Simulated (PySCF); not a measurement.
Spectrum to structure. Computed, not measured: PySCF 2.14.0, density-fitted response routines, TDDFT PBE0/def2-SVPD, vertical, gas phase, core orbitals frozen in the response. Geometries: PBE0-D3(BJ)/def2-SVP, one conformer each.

```json
{"state": "S1", "λ (nm)": "218.1", "f": "0.0013"}
{"state": "S2", "λ (nm)": "205.1", "f": "0.015"}
{"state": "S3", "λ (nm)": "200.1", "f": "0.0024"}
{"state": "S4", "λ (nm)": "181.3", "f": "0.0095"}
{"state": "S5", "λ (nm)": "170.6", "f": "0.338"}
{"state": "S6", "λ (nm)": "169.2", "f": "0.021"}
{"state": "S7", "λ (nm)": "163.0", "f": "0.022"}
{"state": "S8", "λ (nm)": "160.5", "f": "0.013"}
{"state": "S9", "λ (nm)": "157.7", "f": "0.0089"}
{"state": "S10", "λ (nm)": "156.9", "f": "0.018"}
```

Question: Which candidate is it? All have the formula C6H7F3Si.
A. `FC(F)=C(F)/C=C\[C@@H]1C[SiH2]1`
B. `FC(F)(F)CC1=CC=C[SiH2]1`
C. `C#C[Si@@H]1CC[C@@H]1C(F)(F)F`

Answer: C. Its S1, at 5.68 eV, is the highest among the candidates; the nearest of the others has S1 at 4.69 eV. S1 is HOMO→LUMO (79%), HOMO-2→LUMO (10%). Löwdin shares by element: HOMO carbon 62% or more, silicon 11% (atoms not listed hold the other 27%); LUMO carbon 57% or more, silicon 22% (atoms not listed hold the other 21%). At the same level the other candidates give, for their lowest levels:
- `FC(F)=C(F)/C=C\[C@@H]1C[SiH2]1`: 264 nm (f 0.704); 236 nm (f 0.016); 226 nm (f 0.009); 214 nm (f 0.052); 213 nm (f 0.126); T1 2.79 eV; HOMO -6.03, LUMO -0.98 eV
- `FC(F)(F)CC1=CC=C[SiH2]1`: 287 nm (f 0.089); 223 nm (f 0.000); 209 nm (f 0.005); 197 nm (f 0.051); 196 nm (f 0.006); T1 2.58 eV; HOMO -6.93, LUMO -1.79 eV

Conformer computed: `[CH:1]#[C:2][Si@@H:3]1[CH2:4][CH2:5][C@@H:6]1[C:7]([F:8])([F:9])[F:10]`: C5–C6–C7–F8 65°.
Triplets come from the Tamm–Dancoff approximation.
